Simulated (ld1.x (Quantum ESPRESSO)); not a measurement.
## Be, RRKJ: configuration errors across variants

- Element: Be (Z = 4)
- Generator: ld1.x (Quantum ESPRESSO) 7.5
- Type: norm-conserving RRKJ (Kleinman–Bylander form)
- Functional: PBE
- Relativity: non-relativistic
- Frozen core: none
- Valence charge: 4
- Reference configuration: 1s2 2s1.75 2p0.25
- Partial waves: 1s (bound): rc 0.40 bohr; 2p (bound): rc 2.55 bohr; 3d channel at 0.05 Ry: rc 2.05 bohr
- Local potential: the d channel
- Core correction: none

Occupied shells without a wave of their own: 2s. They enter only through the test configuration that unscreens the potential.

All-electron excitation energies from the reference (eV): (1) 1s2 2s2 2p0 -0.899; (2) 1s2 2s1 2p0 8.650; (3) 1s2 2s0 2p0 26.596; (4) 1s2 2s1.5 2p0 2.862; (5) 1s2 2s1 2p1 2.712; (6) 1s1 2s2 2p0 127.362; (7) 1s2 2s0 2p1 12.557.

For the base: The 2s level has no wave, so the channel is fitted at the deeper level alone: the likely source of the large errors.

1 further variants failed, have other tests or too few solved ones, and are left out.

Errors AE − PS in meV (a dash: test not solved or not reliable):

```tsv
change	(1)	(2)	(3)	(4)	(5)	(6)	(7)	bound ghosts
base	-56	+244	+803	+69	+172	-623	+531	none
wave 3d channel at 0.05 Ry: rc 2.05 bohr becomes 3d channel at -0.13 Ry: rc 2.05 bohr	-57	+251	+827	+71	+177	-634	+548	none
wave 3d channel at 0.05 Ry: rc 2.05 bohr becomes 3d channel at 0.01 Ry: rc 2.05 bohr	-56	+244	+805	+69	+172	-624	+532	none
wave 3d channel at 0.05 Ry: rc 2.05 bohr becomes 3d channel at 1.21 Ry: rc 2.05 bohr	-45	+196	+651	+55	+137	-549	+419	none
wave 3d channel at 0.05 Ry: rc 2.05 bohr becomes 3d channel at 2.49 Ry: rc 2.05 bohr	-35	+153	+508	+43	+105	-462	+316	none
```

Give the same row for: wave 3d channel at 0.05 Ry: rc 2.05 bohr becomes 3d channel at 0.47 Ry: rc 2.05 bohr.

-51, +225, +744, +63, +158, -596, +487; bound ghosts: none.
